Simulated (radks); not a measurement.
The nuclear charge of neutral hafnium is varied continuously with 72 electrons held in [Xe] 4f14 5d2 6s2. Calculated with a radial shooting solver on a logarithmic mesh with Libxc functionals: Dirac Kohn-Sham, LDA (Slater exchange, Perdew-Wang correlation), spin-unpolarised, spherical densities, point nucleus; open shells fill j = l - 1/2 first. By the Hellmann-Feynman theorem dE/dZ = E(electron-nucleus)/Z, the electronic potential at the nucleus.

| Z | E (hartree) | E(electron-nucleus)/Z (hartree) | HOMO | e(HOMO) (eV) | <r> HOMO (bohr) |
|---|---|---|---|---|---|
| 71.8 | -14984.4671 | -519.827 | 5d3/2 | -1.500 | 2.612 |
| 71.9 | -15036.5062 | -520.956 | 5d3/2 | -2.231 | 2.521 |
| 72 | -15088.6582 | -522.085 | 5d3/2 | -3.007 | 2.443 |
| 72.1 | -15140.9232 | -523.214 | 5d3/2 | -3.824 | 2.374 |
| 72.2 | -15193.3010 | -524.342 | 5d3/2 | -4.678 | 2.313 |
| 72.3 | -15245.7917 | -525.471 | 5d3/2 | -5.568 | 2.259 |
| 72.4 | -15298.3952 | -526.600 | 5d3/2 | -6.491 | 2.209 |
| 72.5 | -15351.1117 | -527.729 | 5d3/2 | -7.445 | 2.164 |
| 72.6 | -15403.9410 | -528.858 | 5d3/2 | -8.430 | 2.122 |
| 72.7 | -15456.8834 | -529.988 | 5d3/2 | -9.443 | 2.084 |
| 72.8 | -15509.9387 | -531.118 | 5d3/2 | -10.484 | 2.048 |
| 72.9 | -15563.1070 | -532.248 | 5d3/2 | -11.552 | 2.014 |
| 73 | -15616.3884 | -533.379 | 5d3/2 | -12.645 | 1.982 |

The central difference of E at Z = 72 is -522.085 hartree, to compare with the third column; the second derivative is -11.3 hartree.
